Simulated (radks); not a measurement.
Ionisation of the titanium ion Ti13+, [He] 2s2 2p5, to [He] 2s2 2p4 as the strength of local exchange is varied. Method: scalar-relativistic Kohn-Sham, Slater X-alpha exchange (alpha = 2/3 is LDA exchange), no correlation, spin-unpolarised, spherical densities, finite nucleus; Fermi nuclear charge, rms radius 3.5921 fm; computed with a radial shooting solver on a logarithmic mesh with Libxc functionals.

| alpha | E(Ti13+) (hartree) | exchange (hartree) | IE (eV) | -e of the level emptied (eV) | <r> of it (bohr) |
|---|---|---|---|---|---|
| 0.554 | -758.65831 | -23.16467 | 855.69 | 815.48 (2p) | 0.2792 |
| 0.657 | -762.97568 | -27.57750 | 866.67 | 826.46 (2p) | 0.2776 |
| 0.667 | -763.39573 | -28.00770 | 867.74 | 827.53 (2p) | 0.2775 |
| 0.724 | -765.79300 | -30.46584 | 873.85 | 833.65 (2p) | 0.2766 |
| 0.785 | -768.36415 | -33.10777 | 880.42 | 840.22 (2p) | 0.2757 |
| 0.84 | -770.68741 | -35.49984 | 886.37 | 846.16 (2p) | 0.2749 |
| 0.874 | -772.12598 | -36.98332 | 890.05 | 849.85 (2p) | 0.2744 |
| 0.976 | -776.45257 | -41.45553 | 901.16 | 860.97 (2p) | 0.2730 |

NIST Atomic Spectra Database: 864 eV (semi-empirical). The Delta-SCF value meets it near alpha = 0.63. Spin polarisation and multiplet splitting are left out, so open shells lie too high by an amount that depends on their filling.

Beside tabulated values, note that spin-unpolarised runs miss the spin-polarisation part of the exchange energy of open shells.
